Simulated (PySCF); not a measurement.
C5H3FN2O.
Numbering: `[N:1]#[C:2]/[CH:3]=[C:4](\[C:5]#[N:6])[O:7][CH2:8][F:9]` (hydrogens: H10 on C3; H11, H12 on C8)

The geometry is computed with GFN2-xTB (gas phase).

Problem. What internal coordinates does the optimisation give?

Solution. 
```
          bond  length (Å)   order
         N1≡C2       1.146  triple
         C2–C3       1.406  single
         C3=C4       1.347  double
         C4–C5       1.426  single
         C5≡N6       1.144  triple
         C4–O7       1.362  single
         O7–C8       1.377  single
         C8–F9       1.366  single
        C3–H10       1.081  single
C8–H11, C8–H12       1.099  single
```

Bonds in one row agree within 0.01 Å and their mean is given. Orders are formal, as drawn. A selection of angles:
```
   angle  degrees
N1–C2–C3    177.9
C2–C3–C4    121.4
C3–C4–C5    120.1
C3–C4–O7    127.1
C5–C4–O7    112.8
C4–C5–N6    179.3
C4–O7–C8    118.9
O7–C8–F9    111.5
```

Torsions: C2–C3–C4–C5 1° (synperiplanar); C3–C4–O7–C8 7° (synperiplanar); C4–O7–C8–F9 -68° (synclinal). The mirror-image conformer, all signs reversed, is as good.

O7 (ether oxygen) is bent (angle 118.9°). Of the pairs four or more bonds apart, C8···H10 is among the closest relative to their van der Waals radii: 2.63 Å, 91 % of the sum of Bondi's values. The 3 C–C bonds span 1.347 Å (C3=C4, drawn double) to 1.426 Å (C4–C5, drawn single), a spread of 0.079 Å.

Point group: C1 (no symmetry element, even within 0.4 Å). No frequency check. The numbers are those of one conformer.
